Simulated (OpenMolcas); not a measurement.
Cr3+ (d3) among equal point charges was computed by CASSCF with the d shell active (OpenMolcas, ANO-RCC-VDZP on the metal). Its lowest spin-free states, and all those of the highest spin:

```csv
2S+1,Degeneracy,E (cm-1)
4,1,0.0
4,3,13927
2,2,19096
2,3,20151
4,3,22837
2,3,27018
2,1,29959
2,3,34158
2,3,34301
2,2,36185
4,3,36656
2,3,41692
```

Q: Is the site octahedral, tetrahedral or cube-like, axial, or of lower symmetry?

A: The states with 2S+1 = 4 have orbital degeneracies 1, 3, 3, 3. Threefold states need a cubic site. For d3 at this spin an octahedron puts the single A2 below the threefold T2 and a tetrahedron or cube puts the threefold T1 below the threefold T2, so the site is octahedral. The first gap at this spin, 13900 cm-1, is |10Dq| in ligand-field theory. The run had Cr3+ among 6 point charges of -2 e arranged as an octahedron (Oh), 1.58 Å from the ion.

Without dynamic correlation the repulsion within the d shell is too large (B by tens of per cent), so at a given field states of lower spin stand too high. Point charges carry no covalency, so the field is a model and not that of real ligands. No measured value stands beside these numbers.
